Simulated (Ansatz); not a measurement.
Reaction (SMILES): Cn1cccc1F + 9 [H][H] (H2) → 5 C (CH4) + F (HF) + N (NH3)
Geometries: B3LYP-D3(BJ)/def2-TZVP minima from Ansatz (a quantum-chemistry and plane-wave program).

Wanted: energy of full hydrogenation (electronic energy difference), in kJ/mol. Cores are frozen in the correlated levels unless marked. Spin-orbit coupling is left out. No relativistic terms. CBS marks a two-point X^-3 extrapolation of the correlation energy; Hartree-Fock from the larger set.

CCSD(T)/CBS(cc-pVTZ,cc-pVQZ) (Ansatz) gives -786.0 kJ/mol.

**Question.** Another calculation gave -743.8 kJ/mol. Which level was it?
A) BHLYP/def2-TZVPD (Ansatz)
B) PBE-QIDH/def2-TZVPD (Ansatz)
C) revPBE/def2-TZVPD (Ansatz)
D) LC-wPBE/def2-TZVPD (Ansatz)

**Answer.** C, revPBE/def2-TZVPD (Ansatz). The others give -820.8 (LC-wPBE), -842.1 (BHLYP), -797.2 (PBE-QIDH) kJ/mol.
